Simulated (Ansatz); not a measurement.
Reaction (formal exchange of groups at the Si–C bond): `[SiH3]CI` + `C=C(C)[SiH3]` → `C=C([SiH3])[SiH3]` + `CCI`

Calculated with Ansatz (gas phase, PBE0-D4/def2-TZVP geometries, no zero-point term in ΔE). CCSD(T)/CBS is the MP2 limit (def2-TZVPP, def2-QZVPP) plus CCSD(T) − MP2 in def2-TZVPP, frozen cores. DFT in def2-TZVPP. Elements past krypton have def2 core potentials. For I outer-core shells are correlated without core-valence functions, which leaves a few kJ/mol of doubt a bond.

| species | r2SCAN energy (Eh) |
| --- | --- |
| `[SiH3]CI` | -628.39546 |
| `C=C(C)[SiH3]` | -408.54451 |
| `C=C([SiH3])[SiH3]` | -659.91400 |
| `CCI` | -377.02664 |

(1) Work out ΔE.

Largest T1 diagnostic among the species: 0.012.

Answers

(1) ΔE = (-659.91400) + (-377.02664) − (-628.39546) − (-408.54451) = -0.00067 Eh = -1.8 kJ/mol. CCSD(T)/CBS gives -2.1 kJ/mol.
